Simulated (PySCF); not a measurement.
Telling isomers of C6H10Cl2Si apart by NMR

Level of theory: PBE0/pcSseg-1 with gauge-including orbitals, structure optimised with GFN2-xTB, in PySCF 2.14.0 with density-fitted response routines (relativity neglected, single conformer, one averaged value for each set of equivalent atoms, gas phase).

Scale: ¹H (31.72 ppm) and ¹³C (186.93 ppm) vs TMS (reference shieldings calculated alike). Where no couplings were computed, multiplicities follow the n + 1 count of equivalent neighbours, and m marks all less simple cases (inequivalent or close neighbours, rings, F or P nearby). Shifts are as computed. Against solution values, carbons near 30 ppm lie about +3 ppm off and those near 130 ppm about +5 ppm; carbons on Cl a further +6 ppm. Of 1309 compounds with measured shifts, 239 miss one by over three times the rms of a fit or turn the order of signals round; such compounds aren't used in these exercises. Carbons bonded to Cl come out too deshielded.

(1) Tabulate the signals of `CCCC=C=C[SiH](Cl)Cl`, `C=C(C)[C@@]1(C(Cl)Cl)C[SiH2]1` and their relative energies.

(2) What is the quickest way to tell CCCC=C=C[SiH](Cl)Cl from C=C(C)[C@@]1(C(Cl)Cl)C[SiH2]1?

## Answers

(1) 
| SMILES | carbon types | δC | δH | E rel. (kcal/mol) |
| --- | --- | --- | --- | --- |
| CCCC=C=C[SiH](Cl)Cl | 1×C 2×CH 2×CH2 1×CH3 | 224.0, 96.1, 85.1, 37.0, 29.6, 17.0 | 5.88 (m, 1H), 5.37 (m, 1H), 5.08 (m, 1H), 2.09 (m, 2H), 1.42 (m, 2H), 1.10 (t, 3H) | 0.0 |
| C=C(C)[C@@]1(C(Cl)Cl)C[SiH2]1 | 2×C 1×CH 2×CH2 1×CH3 | 151.5, 126.7, 91.8, 43.8, 32.7, 18.3 | 5.67 (br s, 1H), 5.47 (br s, 1H), 5.44 (s, 1H), 2.94 (m, 1H), 2.90 (m, 1H), 2.37 (s, 3H), 1.31 (m, 1H), 1.12 (m, 1H) | 76.3 |

Energies are electronic energies at PBE0/pcSseg-1 on these geometries, without zero-point or thermal terms, each for the one conformer computed, which needn't be the lowest.

(2) Both give the same number of carbon signals, but DEPT or the intensities differ. The first has a central carbon of an allene (C) at 224.0 ppm, the second a fully substituted alkene carbon (C) at 151.5 ppm.
